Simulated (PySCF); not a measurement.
Computed magnetic data of one metal complex (SC-NEVPT2 in the d shell, PySCF, with spin-orbit coupling):

```tsv
T / K	χT / cm³ K mol⁻¹	μeff / μB
2	4.405	5.93
5	4.431	5.95
10	4.475	5.98
20	4.561	6.04
30	4.646	6.10
50	4.802	6.20
75	4.936	6.28
100	5.005	6.33
150	5.032	6.34
200	4.991	6.32
250	4.924	6.28
300	4.850	6.23
```

Powder magnetisation at 2 K: 1.67 μB at 0.5 T, 2.43 μB at 1 T, 2.84 μB at 2 T, 2.94 μB at 3 T, 3.01 μB at 5 T, 3.04 μB at 7 T.

Which of these complexes, all computed at model or optimised geometries, gave the data?
A. [MnF6]3- (d4, octahedral)
B. [CrBr4]2- (d4, distorted tetrahedral)
C. [MnF5]2- (d4, trigonal bipyramidal)
D. Fe(SH)2 (d6, linear)

D. Fe(SH)2 (d6, linear) has NEVPT2: 2S+1 = 5, 6.23 μB at 300 K, 5.98 μB at 10 K, 3.04 μB at 7 T. The others: [MnF6]3- (d4, octahedral) has NEVPT2: 2S+1 = 5, 4.86 μB at 300 K, 4.39 μB at 10 K, 2.82 μB at 7 T; [MnF5]2- (d4, trigonal bipyramidal) has NEVPT2: 2S+1 = 5, 4.88 μB at 300 K, 4.78 μB at 10 K, 3.48 μB at 7 T; [CrBr4]2- (d4, distorted tetrahedral) has NEVPT2: 2S+1 = 5, 4.88 μB at 300 K, 4.80 μB at 10 K, 3.64 μB at 7 T.

On Fe(SH)2: 5Bg (148 cm⁻¹) lies within 300 cm⁻¹ of 5Ag at NEVPT2 level, inside the method's error: their order is undecided, and g values and low-temperature moments can hang on it.
